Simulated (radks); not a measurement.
Values are calculated unless marked as measured or tabulated.
Ionisation of neutral scandium, [Ar] 3d1 4s2, to Sc+, [Ar] 3d1 4s1, under several functionals. Dirac Kohn-Sham, spin-unpolarised, spherical densities, point nucleus; open shells fill j = l - 1/2 first; a radial shooting solver on a logarithmic mesh with Libxc functionals.

| functional | E(Sc) (hartree) | Exc (hartree) | IE (eV) | -e(HOMO) (eV) | <r> HOMO (bohr) | IE error (eV) |
|---|---|---|---|---|---|---|
| OLYP | -764.37285 | -39.23696 | 6.558 | 3.125 | 1.835 | -0.003 |
| exchange-only B88 | -763.43011 | -38.23765 | 6.291 | 2.446 | 1.913 | -0.270 |
| HCTH/407 | -764.46893 | -39.35047 | 6.852 | 3.511 | 1.815 | +0.290 |
| exchange-only LDA | -760.65369 | -35.39346 | 6.172 | 2.329 | 1.918 | -0.390 |
| RPBE | -764.23443 | -39.06591 | 6.817 | 3.198 | 1.868 | +0.256 |
| B86b exchange with PBE correlation | -764.28814 | -39.12114 | 6.923 | 3.266 | 1.865 | +0.361 |
| LDA (Slater exchange, Perdew-Wang correlation) | -762.32680 | -37.11024 | 7.059 | 3.439 | 1.852 | +0.498 |
| PBE | -764.06334 | -38.89021 | 6.895 | 3.246 | 1.866 | +0.334 |
| exchange-only PBE | -763.23840 | -38.03833 | 6.299 | 2.449 | 1.918 | -0.262 |

NIST Atomic Spectra Database: 6.561 eV (measured). Closest: OLYP. The Delta-SCF values span 0.89 eV, the total energies 3.82 hartree. The highest occupied level is 3d3/2. Spin polarisation and multiplet splitting are left out, so open shells lie too high by an amount that depends on their filling.

Beside tabulated values, note that spin-unpolarised runs miss the spin-polarisation part of the exchange energy of open shells.
